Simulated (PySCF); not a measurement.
# CH4AlNO3

CH4AlNO3 is a carbene (divalent C1, bonded to 1 N + 1 O), neutral, singlet. The structure, one conformer, was relaxed in the gas phase by PBE0-D3(BJ)/def2-SVP. No frequency run checks that it is a minimum.

SMILES: N[C][O][Al]([OH])[OH]

Coordinates in Å:
```
C1     -0.947   -1.677    0.500
O2     -0.898   -0.652   -0.356
Al3     0.078    0.724   -0.694
O4      1.405    0.975    0.337
O5     -0.274    1.753   -1.984
N6      0.052   -1.629    1.373
H7      2.041    1.691    0.279
H8     -1.009    1.650   -2.590
H9      0.112   -2.363    2.066
H10     0.770   -0.892    1.394
```

Shieldings: GIAO PBE0/pcSseg-2. Shifts are against computed references at the same level: C TMS (σ 184.1 ppm), H TMS (σ 31.24 ppm). Core levels by delta-SCF with SCAN, pcX-2 on the ionised atom and pcseg-1 elsewhere, spin-free X2C (2p3/2 is the spin-free 2p value less a third of a first-order spin-orbit splitting); from the vacuum level, for chosen atoms.

**Question.** Give the NMR and core-level values of the distinct atoms.

**Answer.** 
```csv
atoms,bonded to,σ (ppm),δ (ppm),core level (eV)
C1,1 N + 1 O,-121.7,305.8,1s 292.37
O2,1 Al + 1 C,102.3,-,1s 538.24
Al3,3 O,478.9,-,2p3/2 81.13
O4,1 Al + 1 H,303.5,-,1s 538.54
O5,1 Al + 1 H,316.2,-,-
N6,1 C + 2 H,85.7,-,1s 405.91
H7,1 O,29.55,1.70,-
H8,1 O,29.69,1.55,-
H9,1 N,24.52,6.73,-
H10,1 N,23.49,7.76,-
```

Values are those of this one static structure; atoms that internal rotation interchanges would show their mean in an NMR spectrum.

The core-hole state of C1 is spin-contaminated (⟨S²⟩ 0.83 against 0.75 for a pure doublet), so that value and differences from it are less sure.

**Question.** Which of O2, O4 holds its core electrons tightest, and by how much against the loosest?

**Answer.** O4 (bonded to 1 Al + 1 H), by 0.30 eV over O2 (bonded to 1 Al + 1 C).

**Question.** By CAM-B3LYP/def2-SVPD (TDDFT singlets, Tamm-Dancoff triplets, ionisation by delta-SCF), where does absorption start, and what does vertical ionisation take?

**Answer.** The lowest singlet lies at 4.31 eV (f 0.006), the strongest of the first 6 at 6.48 eV (f 0.074), the lowest triplet at 2.73 eV; vertical ionisation takes 8.18 eV.
